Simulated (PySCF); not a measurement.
C₄H₆O₄Zn, SMILES CC1[O][Zn]2([O]C(C)=[O]->2)<-[O]=1.

Coordinates come from a PBE-D3(BJ)/def2-SVP optimisation. The isomer is the one that the SMILES or the coordinates give; other isomers of the formula were not compared. One conformer was computed; it need not be the lowest.

Method: TDA-ωB97X/def2-SVPD run with PySCF.

Vertical excitations. The molecule is in vacuum.

```
state  energy (eV)  λ (nm)      f                                                                      main pairs
-----  -----------  ------  -----  ------------------------------------------------------------------------------
S1            6.26     198  0.000        HOMO−1→LUMO+2 40 %, HOMO→LUMO+1 39 %, HOMO→LUMO+5 6 %, HOMO−1→LUMO+4 6 %
S2            6.26     198  0.000                                            HOMO→LUMO+2 41 %, HOMO−1→LUMO+1 40 %
S3            7.06     176  0.007                          HOMO→LUMO 59 %, HOMO−2→LUMO+1 13 %, HOMO−3→LUMO+2 11 %
S4            7.06     176  0.007                        HOMO−1→LUMO 59 %, HOMO−2→LUMO+2 12 %, HOMO−3→LUMO+1 11 %
S5            7.48     166  0.000                                                                HOMO−3→LUMO 85 %
S6            7.50     165  0.000                                                                HOMO−2→LUMO 85 %
T1            5.87     211      0  HOMO−3→LUMO+1 20 %, HOMO−2→LUMO+1 20 %, HOMO−3→LUMO+2 19 %, HOMO−2→LUMO+2 17 %
T2            5.87     211      0  HOMO−2→LUMO+2 21 %, HOMO−3→LUMO+2 19 %, HOMO−2→LUMO+1 18 %, HOMO−3→LUMO+1 18 %
```
Triplets are in the Tamm–Dancoff approximation.
